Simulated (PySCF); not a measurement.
C₂H₇BFNO, singlet, at a GFN2-xTB geometry. Base run: B3LYP/6-31G (PySCF).

Here is a job for PySCF.
```python
from pyscf import gto, scf, dft, solvent

mol = gto.M(
    atom='''
B    -0.09048672    0.09287248    0.92707971
F    -1.15101970   -0.73805791    0.81347212
O     0.40477125    0.73469364   -0.14921246
C    -0.10661342    0.53440750   -1.45518173
C     0.47106871   -0.72251205   -2.09540963
H    -1.19983805    0.46491233   -1.42320218
H     0.17924422    1.42206279   -2.02859022
H     0.17296712   -1.59777882   -1.52339020
H     0.10318625   -0.82071189   -3.11319695
H     1.55684128   -0.66848531   -2.11161067
N     0.46211820    0.27511519    2.19498666
H     0.09620942   -0.17558688    3.01232805
H     1.24327172    0.87901847    2.36335583
''',
    basis='6-31g',
    verbose=4,
)

mf = dft.RKS(mol)
mf.xc = 'b3lyp'
mf.kernel()
```

Variants of this job, named by their change:

```
change                                                  ΔE vs base (kcal/mol)  dipole (D)  HOMO-LUMO gap (eV)
------------------------------------------------------  ---------------------  ----------  ------------------
base                                                                    0.000        0.78                9.43
model = IEF-PCM; solvent = toluene; vdw_scale = 1.1                     -3.71        0.84                9.52
model = COSMO; solvent = toluene                                        -2.56        0.82                9.52
model = IEF-PCM; solvent = tetrahydrofuran                              -4.49        0.86                9.50
model = SS(V)PE; solvent = toluene                                      -2.61        0.83                9.51
model = IEF-PCM; solvent = water                                        -5.47        0.86                9.49
model = IEF-PCM; solvent = toluene; vdw_scale = 1.0                     -5.34        0.85                9.52
model = ddCOSMO; solvent = toluene                                 (withheld)        0.81                9.52
model = IEF-PCM; solvent = toluene; r_probe = 0.5                  (withheld)        0.81          (withheld)
model = IEF-PCM; solvent = toluene                                      -2.62        0.83                9.51
model = C-PCM; solvent = toluene                                   (withheld)        0.83                9.52
model = IEF-PCM; solvent = toluene; lebedev_order = 41                  -2.63        0.83                9.51
```

Complete the blanks.


- model = ddCOSMO; solvent = toluene, ΔE vs base (kcal/mol): -2.10
- model = IEF-PCM; solvent = toluene; r_probe = 0.5, ΔE vs base (kcal/mol): -0.90
- model = IEF-PCM; solvent = toluene; r_probe = 0.5, HOMO-LUMO gap (eV): 9.48
- model = C-PCM; solvent = toluene, ΔE vs base (kcal/mol): -3.12

The base is the gas phase, so ΔE is the electrostatic part of solvation at a fixed geometry, without cavity and dispersion terms.
